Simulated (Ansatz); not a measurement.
Kohn–Sham single points on `NPS[SiH3]`.

```yaml
crystal:
  periodic: [false, false, false]
  atoms:
    - {symbol: N, position_ang: [-0.194347, 2.018762, -0.852069]}
    - {symbol: P, position_ang: [0.464448, 0.507272, -1.199862]}
    - {symbol: S, position_ang: [1.255625, -0.305860, 0.628416]}
    - {symbol: Si, position_ang: [-0.305183, -1.729372, 0.919662]}
    - {symbol: H, position_ang: [-1.180247, 2.011493, -0.640123]}
    - {symbol: H, position_ang: [0.308005, 2.662541, -0.258097]}
    - {symbol: H, position_ang: [1.737234, 0.967691, -1.616608]}
    - {symbol: H, position_ang: [-0.290724, -2.772998, -0.135614]}
    - {symbol: H, position_ang: [-0.078847, -2.351678, 2.248466]}
    - {symbol: H, position_ang: [-1.632763, -1.059050, 0.908629]}
basis:
  gaussian: {orbitals: def2-TZVPP}
hamiltonian: {xc: {name: wB97M-V}}
output: {forces: true, orbitals: {seedname: orbitals}}
```

```sh
$ ansatz run in.yaml --threads 4 --pin off --events-out ev --progress --plain
```

Output, abridged:

```
Functional definition: wB97M-V
1378 factors; their error is unknown
298 factors; integrals over basis functions are off by at most 1.1e-5 eV
mean field evaluation 1: about -29586.1354 eV, gradient 4.4e1 eV
mean field evaluation 2: about -29586.1107 eV, gradient 4.4e1 eV
mean field evaluation 4: about -29589.7528 eV, gradient 1.5e0 eV
mean field evaluation 8: about -29589.7632 eV, gradient 3.6e-2 eV
mean field evaluation 16: about -29589.7668 eV, gradient 6.5e-5 eV
mean field -29589.76679580 eV, -1087.4038730812 hartree, gradient 6.5e-5 eV, S^2 0.000000; 0 other end points of the search recorded, 0 dependent functions left out
reference -29589.76684809 eV, -1087.4038750031 hartree; 29, 29 occupied and 212, 212 virtual orbitals, 1378 factors
Total energy: -29589.76684809 eV, -1087.4038750031 hartree
Atom 0 at    -0.194347     2.018762    -0.852069 Å, force    -0.035777     0.078110     0.090191 eV/Å
Atom 1 at     0.464448     0.507272    -1.199862 Å, force     0.150909    -0.037526    -0.133997 eV/Å
Atom 2 at     1.255625    -0.305860     0.628416 Å, force     0.009544     0.027951     0.028302 eV/Å
Atom 3 at    -0.305183    -1.729372     0.919662 Å, force    -0.122862    -0.137987     0.056292 eV/Å
Atom 4 at    -1.180247     2.011493    -0.640123 Å, force     0.037770     0.016420    -0.009320 eV/Å
Atom 5 at     0.308005     2.662541    -0.258097 Å, force    -0.028666    -0.030691    -0.024531 eV/Å
Atom 6 at     1.737234     0.967691    -1.616608 Å, force    -0.129576    -0.046716     0.042653 eV/Å
Atom 7 at    -0.290724    -2.772998    -0.135614 Å, force    -0.002840     0.128780     0.119602 eV/Å
Atom 8 at    -0.078847    -2.351678     2.248466 Å, force    -0.030487     0.072265    -0.162535 eV/Å
Atom 9 at    -1.632763    -1.059050     0.908629 Å, force     0.151985    -0.070606    -0.006656 eV/Å
Dipole moment:    -0.188346     0.273822     0.055909 e Å
```

Hardware: 4 threads of a server CPU on a shared host. Wall time 18 s, peak host memory 0.86 GiB.

The same input with `hamiltonian: {xc: {name: revPBE}, dispersion: d4}` and no forces (abridged; 3.1 s):

```
Functional definition: revPBE
mean field evaluation 16: about -29586.4839 eV, gradient 7.6e-4 eV
mean field -29586.48394671 eV, -1087.2832306026 hartree, gradient 8.4e-5 eV, S^2 0.000000
Total energy: -29587.22369315 eV, -1087.3104157828 hartree
```

With the line `hamiltonian: {xc: lda}` and no forces (abridged; 2 s):

```
Functional definition: SPW92
mean field evaluation 16: about -29475.9433 eV, gradient 8.3e-4 eV
mean field -29475.94333620 eV, -1083.2209380934 hartree, gradient 8.9e-5 eV, S^2 0.000000
Total energy: -29475.94337650 eV, -1083.2209395742 hartree
```

The same input with `hamiltonian: {xc: pbe0, dispersion: d4}` and no forces (abridged; 4.9 s):

```
Functional definition: PBE0
mean field evaluation 16: about -29579.9646 eV, gradient 5.7e-5 eV
mean field -29579.96461150 eV, -1087.0436494525 hartree, gradient 5.7e-5 eV, S^2 0.000000
Total energy: -29580.19131393 eV, -1087.0519806130 hartree
```

The same input with `hamiltonian: {xc: {name: LC-wPBE}}` and no forces (abridged; 4.4 s):

```
Functional definition: LC-wPBE
mean field evaluation 16: about -29583.0760 eV, gradient 6.0e-5 eV
mean field -29583.07600175 eV, -1087.1579909352 hartree, gradient 2.2e-5 eV, S^2 0.000000
Total energy: -29583.07600176 eV, -1087.1579909355 hartree
```

With the line `hamiltonian: {xc: pbe, dispersion: d4}` (abridged; 4 s):

```
Functional definition: PBE
mean field evaluation 16: about -29577.3320 eV, gradient 4.2e-3 eV
mean field -29577.33199463 eV, -1086.9469025670 hartree, gradient 3.1e-5 eV, S^2 0.000000
Total energy: -29577.59850460 eV, -1086.9566966278 hartree
Atom 0 force    -0.002136     0.186117    -0.223421 eV/Å
Atom 1 force    -0.183061    -0.386579    -0.280149 eV/Å
Atom 2 force     0.307898     0.002619     0.232417 eV/Å
Atom 3 force    -0.025782    -0.014835    -0.014999 eV/Å
Atom 4 force    -0.331215     0.005569     0.081970 eV/Å
Atom 5 force     0.157157     0.249269     0.209238 eV/Å
Atom 6 force     0.219675     0.089007    -0.044713 eV/Å
Atom 7 force    -0.009033    -0.122993    -0.109834 eV/Å
Atom 8 force     0.019444    -0.068675     0.145414 eV/Å
Atom 9 force    -0.152948     0.060499     0.004078 eV/Å
Dipole moment:    -0.182849     0.306461     0.057989 e Å
```
